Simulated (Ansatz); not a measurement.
Computed with Ansatz on PBE0-D4/def2-TZVP structures; ΔE is electronic, products minus reactants. CBS: MP2 limit from def2 TZ/QZ plus the TZ coupled-cluster correction, frozen cores. This one scheme is used for every species. Functionals use def2-TZVPP. HSE06 is defined as in plane-wave codes.

`BC(C)([SiH3])C#N` + H–F → `BC(C)(F)[SiH3]` + `C#N`  (substitution at a C–C bond)

```tsv
species	HSE06 energy (Eh)
`BC(C)([SiH3])C#N`	-487.87397
H–F	-100.38998
`BC(C)(F)[SiH3]`	-494.88865
`C#N`	-93.34086
```

Q: Work out ΔE.

A: ΔE = (-494.88865) + (-93.34086) − (-487.87397) − (-100.38998) = 0.03444 Eh = +21.6 kcal/mol. CCSD(T)/CBS gives +24.0 kcal/mol.

Q: What do rigid-rotor, harmonic-oscillator terms from PBE0-D4/def2-TZVP frequencies (298.15 K, 1 bar) make of the CCSD(T)/CBS value? (Best estimate.)

A: Ansatz gave: ΔZPE = -0.1 kcal/mol, ΔH = +23.3 kcal/mol, ΔS = 3 J/(mol·K), ΔG = +23.1 kcal/mol.

Largest T1 diagnostic among the species: 0.014.

At CCSD(T), def2-SVP lies −3.4 kcal/mol from the extrapolated value and def2-TZVPP −0.4 kcal/mol. From BLYP to BHLYP (50 % exact exchange), in def2-TZVPP and without D4, ΔE moves by +4.5 kcal/mol. Leaving LDA and LC-ωPBE aside and taking each functional with its dispersion term where it has one, the values, not all of them listed here, spread over 6.2 kcal/mol, from BLYP-D4 to PBE-QIDH. LDA lies +1.0 kcal/mol from PBE without D4.
